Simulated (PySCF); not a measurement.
SMILES c1ccc([SiH2]c2cccs2)nc1 (GFN2-xTB optimised geometry):

```
21

C     -2.998    -1.947     0.000
C     -3.646    -0.722    -0.001
C     -2.881     0.432    -0.002
C     -1.492     0.336     0.000
Si    -0.410     1.888    -0.039
C      1.343     1.486     0.460
C      1.933     0.289     0.741
C      3.300     0.394     1.076
C      3.743     1.678     1.046
S      2.498     2.778     0.608
N     -0.883    -0.846     0.000
C     -1.612    -1.947     0.000
H     -3.551    -2.874     0.001
H     -4.726    -0.669    -0.001
H     -3.346     1.406    -0.003
H     -0.981     2.876     0.890
H     -0.437     2.451    -1.397
H      1.386    -0.635     0.699
H      3.923    -0.445     1.327
H      4.726     2.051     1.254
H     -1.054    -2.876     0.000
```

Computed with PBE/def2-SVP (PySCF).

### Question
What are the frontier orbital energies and the dipole moment?

### Answer
HOMO-2 -5.96 eV, HOMO-1 -5.66 eV, HOMO -5.56 eV, LUMO -1.89 eV, LUMO+1 -1.66 eV; dipole moment 2.42 D.

On the same geometry PBE0/def2-SVP (PySCF) gives HOMO-2 -7.18 eV, HOMO-1 -7.05 eV, HOMO -6.68 eV, LUMO -1.01 eV, LUMO+1 -0.75 eV; dipole moment 2.53 D.

Meta-Löwdin charges at PBE/def2-SVP: C1 -0.12, C2 -0.08, C3 -0.12, C4 -0.09, Si5 0.57, C6 -0.34, C7 -0.12, C8 -0.14, C9 -0.23, S10 0.25, N11 -0.23, C12 0.01, H13 0.12, H14 0.11, H15 0.11, H16 -0.10, H17 -0.09, H18 0.13, H19 0.12, H20 0.13, H21 0.11.
